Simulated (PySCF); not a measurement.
CaCl, SMILES [Cl][Ca+], charge +1. Coordinates come from a PBE0-D3(BJ)/def2-TZVPD optimisation. The multiplicity is an assumed one; other spin states were not compared.

These are PBE0-D3(BJ)/def2-TZVPD (PySCF) values and carry that method's errors.

Harmonic wavenumbers (cm⁻¹): 454. Rotational constants (GHz): 5.002 (linear); symmetry number 1.

Question: Work out the zero-point energy and the ideal-gas rigid-rotor harmonic-oscillator thermochemistry at 298.15 K and 1 atm.

Answer: ZPE = ½ Σ hcν = ½ × 454 cm⁻¹ = 0.65 kcal/mol. H − E(el) = 2.89 kcal/mol. Entropy in cal/(mol K): translation 38.88, rotation 16.15, vibration 0.78, total 55.81. G − E(el) = -13.75 kcal/mol. Cp = 8.31 cal/(mol K).
